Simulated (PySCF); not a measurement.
**A computed series M(NH2)3**

Computed with PySCF 2.14.0, PBE0, def2-SVP on the ligands, density fitting, scalar-relativistic core potentials, no spin-orbit coupling, vacuum. Each member is relaxed from one template within its symmetry. Distances are means of the shortest metal–ligand contacts, charges and spins Mulliken's; removal energies are rigid, with the ligand's formal charge and no counterpoise, so too large; for an anion taken off a cation in vacuum most of it is the attraction of opposite charges, and multiply charged cations can part far more cheaply with an electron moved from ligand to metal. lcecp potentials hold a fixed number of 4f electrons in the core, out of states, spins and gaps.

| metal | basis on the metal | point group | M–NH2 (Å) | charge on M (e) | dipole (D) | removal of one NH2 (eV) | strongest infrared band, degenerate modes summed (cm⁻¹) | unstable modes (below −25 cm⁻¹) |
| --- | --- | --- | --- | --- | --- | --- | --- | --- |
| La | def2-SVP with ECP46 | D3h | 2.345 | 1.09 | 0.00 | 9.56 | – | 4 |
| Nd | lcecp-1-SVP with ECP49 | D3h | 2.233 | 0.91 | 0.00 | 10.26 | 524 | 0 (lowest -19 cm⁻¹, within noise) |
| Eu | lcecp-1-SVP with ECP52 | nearly D3h | 2.210 | 0.92 | 0.05 | 10.47 | 537 | 0 |
| Dy | lcecp-1-SVP with ECP55 | C3v, nearly planar | 2.175 | 0.91 | 0.13 | 10.68 | – | not given |
| Bi | def2-SVP with ECP60 | D3h | 2.258 | 1.24 | 0.00 | 8.34 | – | 6 |

Q: A further member has point group nearly D3h, M–NH2 (Å) 2.131, charge on M (e) 0.89, dipole (D) 0.01, removal of one NH2 (eV) 10.95. Which metal is it?

A: Yb, lcecp-1-SVP with ECP59. This is one of several that fit.

From Nd to Yb the M–NH2 distance shrinks by 0.10 Å, the lanthanide contraction, and the energy to remove one NH2 rises by 0.69 eV.

Members with unstable modes aren't minima as they stand: saddle points kept by symmetry or, where the modes are soft, flat surfaces and noise. Moved off a saddle point of the template and relaxed again: Nd, Eu, Dy, Yb. One start shape was tried for each, so a minimum needn't be the lowest isomer. Small gap, closed shell not tested for a spin-broken solution: Bi(NH2)3.
